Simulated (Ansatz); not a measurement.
C2H7AlO at its PBE0-D4/def2-TZVP geometry, where that method's forces vanish. Charge 0, multiplicity 1. The bonds changed during the relaxation, so this is another structure than the one it started from.

```xyz
11

C     0.1270    1.5078    0.2030
C     0.1949    0.1586   -0.4420
O    -1.1230   -0.5880   -0.1816
Al    0.4618   -1.5770    0.4062
H     1.0898    2.0075    0.0625
H    -0.6505    2.1487   -0.2279
H    -0.0474    1.4319    1.2784
H     0.3188    0.2200   -1.5242
H    -1.5675   -0.8044   -1.0059
H     0.5072   -1.6832    1.9873
H     0.6889   -2.8217   -0.5558
```

**Question.** What forces (eV/Å) does PBE-D4/def2-TZVPP give on these atoms in Ansatz 0.2.0? (Estimate.)

**Answer.** The calculation gave: 
```
C1  -0.001 -0.024 -0.003
C2   0.279  0.160 -0.051
O3  -0.324 -0.013  0.438
Al4  0.206 -0.192  0.087
H5   0.188  0.107 -0.021
H6  -0.154  0.148 -0.085
H7  -0.027 -0.001  0.220
H8   0.044  0.009 -0.224
H9  -0.204 -0.108 -0.406
H10 -0.015 -0.001  0.110
H11  0.009 -0.084 -0.065
```
